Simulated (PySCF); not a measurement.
Species: C5H6OS.
Bonds: C1–O2, O2–C3, C3–C4 (aromatic), C4–C5 (aromatic), C5–S6 (aromatic), S6–C7 (aromatic), C3–C7 (aromatic). Hydrogens: H8, H9, H10 on C1; H11 on C4; H12 on C5; H13 on C7.

The same species was optimised twice, with GFN2-xTB and with PBE0-D3(BJ)/def2-SVP (PySCF), and the same property calculations (PySCF, gas phase) were run on both structures.

```json
{"coordinate": "C3–C7 (Å)", "GFN2-xTB": "1.363", "PBE0-D3(BJ)/def2-SVP": "1.377", "change": "+0.014"}
{"coordinate": "O2–C3 (Å)", "GFN2-xTB": "1.358", "PBE0-D3(BJ)/def2-SVP": "1.344", "change": "-0.014"}
{"coordinate": "C4–C5 (Å)", "GFN2-xTB": "1.353", "PBE0-D3(BJ)/def2-SVP": "1.366", "change": "+0.013"}
{"coordinate": "C1–O2 (Å)", "GFN2-xTB": "1.406", "PBE0-D3(BJ)/def2-SVP": "1.399", "change": "-0.007"}
{"coordinate": "C3–C4 (Å)", "GFN2-xTB": "1.425", "PBE0-D3(BJ)/def2-SVP": "1.429", "change": "+0.004"}
{"coordinate": "C5–S6 (Å)", "GFN2-xTB": "1.718", "PBE0-D3(BJ)/def2-SVP": "1.717", "change": "-0.001"}
{"coordinate": "S6–C7 (Å)", "GFN2-xTB": "1.724", "PBE0-D3(BJ)/def2-SVP": "1.723", "change": "-0.001"}
{"coordinate": "C5–S6–C7 (°)", "GFN2-xTB": "91.3", "PBE0-D3(BJ)/def2-SVP": "92.1", "change": "+0.8"}
{"coordinate": "C3–C7–S6 (°)", "GFN2-xTB": "111.6", "PBE0-D3(BJ)/def2-SVP": "111.0", "change": "-0.6"}
{"coordinate": "O2–C3–C7 (°)", "GFN2-xTB": "128.1", "PBE0-D3(BJ)/def2-SVP": "127.6", "change": "-0.5"}
{"coordinate": "C3–C4–C5 (°)", "GFN2-xTB": "112.4", "PBE0-D3(BJ)/def2-SVP": "112.1", "change": "-0.3"}
{"coordinate": "C4–C3–C7 (°)", "GFN2-xTB": "112.4", "PBE0-D3(BJ)/def2-SVP": "112.8", "change": "+0.4"}
{"coordinate": "C4–C5–S6 (°)", "GFN2-xTB": "112.2", "PBE0-D3(BJ)/def2-SVP": "112.1", "change": "-0.1"}
{"coordinate": "O2–C3–C4 (°)", "GFN2-xTB": "119.5", "PBE0-D3(BJ)/def2-SVP": "119.6", "change": "+0.1"}
{"coordinate": "C1–O2–C3 (°)", "GFN2-xTB": "116.8", "PBE0-D3(BJ)/def2-SVP": "116.8", "change": "0.0"}
{"coordinate": "C1–O2–C3–C4 (°)", "GFN2-xTB": "179", "PBE0-D3(BJ)/def2-SVP": "179", "change": "0"}
```

Rotational constants: A = 5748, B = 1562, C = 1238 MHz (GFN2-xTB) against A = 5693, B = 1571, C = 1241 MHz (PBE0-D3(BJ)/def2-SVP). Point groups within 0.08 Å: Cs and Cs.

On the GFN2-xTB structure: HOMO (eV) -6.35 [PBE0/pcSseg-1]; LUMO (eV) -0.20 [PBE0/pcSseg-1]; dipole (D) 1.15 [PBE0/pcSseg-1]; GIAO shielding of C1 (ppm) 129.0 [PBE0/pcSseg-1]; GIAO shielding of O2 (ppm) 235.4 [PBE0/pcSseg-1]; GIAO shielding of C3 (ppm) 21.7 [PBE0/pcSseg-1]; GIAO shielding of C4 (ppm) 61.7 [PBE0/pcSseg-1]; GIAO shielding of C5 (ppm) 53.7 [PBE0/pcSseg-1]; GIAO shielding of S6 (ppm) 322.0 [PBE0/pcSseg-1]; GIAO shielding of C7 (ppm) 85.5 [PBE0/pcSseg-1].

**Question.** What do these properties become on the PBE0-D3(BJ)/def2-SVP structure?

**Answer.** 
| property | level | on GFN2-xTB | on PBE0-D3(BJ)/def2-SVP | change |
| --- | --- | --- | --- | --- |
| HOMO (eV) | PBE0/pcSseg-1 | -6.35 | -6.31 | +0.04 |
| LUMO (eV) | PBE0/pcSseg-1 | -0.20 | -0.24 | -0.04 |
| dipole (D) | PBE0/pcSseg-1 | 1.15 | 1.16 | +0.01 |
| energy, GFN2-xTB geometry as zero (kcal/mol) | PBE0/pcSseg-1 | 0.0 | -0.2 | -0.2 |
| GIAO shielding of C1 (ppm) | PBE0/pcSseg-1 | 129.0 | 128.3 | -0.7 |
| GIAO shielding of O2 (ppm) | PBE0/pcSseg-1 | 235.4 | 235.1 | -0.3 |
| GIAO shielding of C3 (ppm) | PBE0/pcSseg-1 | 21.7 | 20.2 | -1.5 |
| GIAO shielding of C4 (ppm) | PBE0/pcSseg-1 | 61.7 | 59.8 | -1.9 |
| GIAO shielding of C5 (ppm) | PBE0/pcSseg-1 | 53.7 | 51.7 | -2.0 |
| GIAO shielding of S6 (ppm) | PBE0/pcSseg-1 | 322.0 | 319.9 | -2.1 |
| GIAO shielding of C7 (ppm) | PBE0/pcSseg-1 | 85.5 | 84.7 | -0.8 |

The heavy atoms differ by 0.010 Å rms after alignment. Among bonds between heavy atoms O2–C3, C3–C7 and C4–C5 change most and about equally (-0.014 to +0.014 Å). Changes are differences of the printed values. Neither structure is proved a minimum here.

Conformer computed: `[CH3:1][O:2][c:3]1[cH:4][cH:5][s:6][cH:7]1`: C1–O2–C3–C4 179°.
